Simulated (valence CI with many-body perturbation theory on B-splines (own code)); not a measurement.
## Ne5+: electric-dipole lines

Calculated by relativistic CI+MBPT: three valence electrons over a frozen Dirac-Fock core [He], a basis of 11 s, 11 p, 9 d, 7 f, 5 g, 2 h, 1 i functions for each j, with the one-electron correlation potential Σ1, the two-electron term Σ2, the three-electron term Σ3, Breit, model QED; selected CI, second order for the rest, scaled by the run's own slope (own B-spline code, finite nucleus).

Set against measurement, 28 paired levels are off by 163 cm⁻¹ on average, the worst by 445. These come from a selection out of NIST levels in Podobedova, Fuhr, Reader and Wiese, J. Phys. Chem. Ref. Data 33, 525 (2004). Levels without a partner in it may be off by more. 2 measured levels below the end of the list, from 983000 cm⁻¹ on, found no clear computed partner, and computed levels of the same name lie up to 9623 cm⁻¹ from them.

Lines 101 to 150 of 253 in falling wavelength, among levels below 127.41 eV, chosen from the strongest by gf and those to the six lowest levels. Wavelengths and rates use the calculated energies, so an error of 200 cm⁻¹ moves a line at 440.4 Å by 0.088 % and its rate by three times that or more. Electric multipoles are in the length gauge, E1 and E2 with the static RPA response of the core. Weak lines are less certain than strong ones. Lines between different terms over intervals too small for the method are left out, as are lines whose strength nearly cancels. The highest levels of a list are the least certain.

Letters in brackets count levels of one name in rising energy.

```csv
λ vac (Å),λ from measured levels,Upper,Lower,A (s⁻¹),S (a.u.) with core polarisation,S without
459.3,,2s 2p 3s 2P°_3/2 [b],2s2 3s 2S_1/2,4.22e+09,8.08e-01,8.14e-01
453.9,,2p3 4S°_3/2,2s 2p2 4P_5/2,4.63e+09,8.56e-01,8.62e-01
452.6,,2p3 4S°_3/2,2s 2p2 4P_3/2,3.12e+09,5.71e-01,5.75e-01
451.7,,2p3 4S°_3/2,2s 2p2 4P_1/2,1.57e+09,2.86e-01,2.88e-01
440.4,440.6,2p3 2P°_1/2,2s 2p2 2D_3/2,4.27e+09,3.60e-01,3.63e-01
440.2,440.4,2p3 2P°_3/2,2s 2p2 2D_5/2,3.75e+09,6.31e-01,6.36e-01
435.3,435.6,2s 2p2 2S_1/2,2s2 2p 2P°_3/2,3.25e+09,2.65e-01,2.67e-01
432.9,433.2,2s 2p2 2S_1/2,2s2 2p 2P°_1/2,2.02e+09,1.62e-01,1.63e-01
404.0,,2s2 4d 2D_3/2,2s2 3p 2P°_3/2,1.36e+09,1.77e-01,1.77e-01
403.9,,2s2 4d 2D_5/2,2s2 3p 2P°_3/2,8.14e+09,1.59e+00,1.59e+00
403.4,,2s2 4d 2D_3/2,2s2 3p 2P°_1/2,6.77e+09,8.77e-01,8.77e-01
403.0,403.3,2s 2p2 2P_1/2,2s2 2p 2P°_3/2,3.73e+09,2.41e-01,2.43e-01
401.7,401.9,2s 2p2 2P_3/2,2s2 2p 2P°_3/2,8.71e+09,1.11e+00,1.12e+00
400.9,401.1,2s 2p2 2P_1/2,2s2 2p 2P°_1/2,6.68e+09,4.25e-01,4.28e-01
399.6,399.8,2s 2p2 2P_3/2,2s2 2p 2P°_1/2,1.73e+09,2.18e-01,2.20e-01
387.1,,2p3 2D°_5/2,2s 2p2 4P_5/2,4.94e+05,8.49e-05,8.55e-05
387.0,,2p3 2D°_3/2,2s 2p2 4P_5/2,2.89e+04,3.31e-06,3.33e-06
386.2,,2p3 2D°_5/2,2s 2p2 4P_3/2,1.42e+04,2.41e-06,2.42e-06
386.0,,2p3 2D°_3/2,2s 2p2 4P_3/2,1.56e+05,1.78e-05,1.79e-05
357.7,,2s2 4p 2P°_1/2,2s2 3s 2S_1/2,2.49e+09,1.12e-01,1.12e-01
357.5,,2s2 4p 2P°_3/2,2s2 3s 2S_1/2,2.47e+09,2.23e-01,2.23e-01
328.0,,2p3 2P°_3/2,2s 2p2 4P_5/2,1.24e+05,8.65e-06,8.71e-06
327.3,,2p3 2P°_3/2,2s 2p2 4P_3/2,3.24e+05,2.24e-05,2.26e-05
326.8,,2p3 2P°_1/2,2s 2p2 4P_1/2,1.41e+05,4.84e-06,4.87e-06
168.8,168.8,2s2 3p 2P°_3/2,2s 2p2 2D_5/2,1.88e+09,1.78e-02,1.77e-02
152.7,,2s 2p 3s 4P°_3/2,2s 2p2 2D_5/2,3.33e+06,2.34e-05,2.32e-05
152.5,,2s 2p 3s 4P°_5/2,2s 2p2 2D_5/2,1.59e+06,1.67e-05,1.66e-05
149.2,,2s2 3p 2P°_3/2,2s 2p2 4P_5/2,2.71e+05,1.78e-06,1.76e-06
147.8,147.8,2s 2p 3s 2P°_1/2 [a],2s 2p2 2D_3/2,1.91e+10,6.08e-02,6.03e-02
147.6,147.6,2s 2p 3s 2P°_3/2 [a],2s 2p2 2D_5/2,1.74e+10,1.11e-01,1.10e-01
147.5,147.5,2s 2p 3d 2D°_5/2,2s 2p2 2P_3/2,1.88e+10,1.79e-01,1.80e-01
147.4,147.3,2s 2p 3d 2D°_3/2,2s 2p2 2P_1/2,1.66e+10,1.05e-01,1.05e-01
144.9,,2s 2p 3s 2P°_3/2 [b],2s 2p2 2P_3/2,2.13e+10,1.28e-01,1.27e-01
144.7,,2s 2p 3s 2P°_1/2 [b],2s 2p2 2P_1/2,1.78e+10,5.33e-02,5.30e-02
142.8,,2p2 3s 4P_1/2,2p3 4S°_3/2,1.83e+10,5.26e-02,5.23e-02
142.7,,2p2 3s 4P_3/2,2p3 4S°_3/2,1.84e+10,1.05e-01,1.05e-01
142.5,,2p2 3s 4P_5/2,2p3 4S°_3/2,1.85e+10,1.58e-01,1.58e-01
142.5,142.4,2s 2p 3d 2P°_3/2,2s 2p2 2P_3/2,8.64e+09,4.93e-02,4.97e-02
141.0,,2s 2p 3s 2P°_3/2 [b],2s 2p2 2S_1/2,1.80e+10,9.95e-02,9.94e-02
138.7,138.6,2s 2p 3d 2P°_3/2,2s 2p2 2S_1/2,7.55e+10,3.97e-01,3.99e-01
138.6,138.6,2s2 3s 2S_1/2,2s2 2p 2P°_3/2,1.99e+10,5.24e-02,5.19e-02
138.6,138.6,2s 2p 3d 2P°_1/2,2s 2p2 2S_1/2,7.43e+10,1.95e-01,1.96e-01
138.4,138.4,2s2 3s 2S_1/2,2s2 2p 2P°_1/2,9.91e+09,2.59e-02,2.57e-02
136.5,,2s 2p 3s 4P°_3/2,2s 2p2 4P_5/2,1.62e+10,8.15e-02,8.10e-02
136.4,,2s 2p 3s 4P°_1/2,2s 2p2 4P_3/2,3.00e+10,7.52e-02,7.47e-02
136.4,,2s 2p 3s 4P°_1/2,2s 2p2 4P_1/2,6.02e+09,1.51e-02,1.50e-02
136.4,,2s 2p 3s 4P°_3/2,2s 2p2 4P_3/2,4.79e+09,2.40e-02,2.38e-02
136.3,,2s 2p 3s 4P°_5/2,2s 2p2 4P_5/2,2.53e+10,1.90e-01,1.89e-01
136.3,,2s 2p 3s 4P°_3/2,2s 2p2 4P_1/2,1.50e+10,7.52e-02,7.47e-02
136.2,,2s 2p 3s 4P°_5/2,2s 2p2 4P_3/2,1.09e+10,8.14e-02,8.09e-02
```
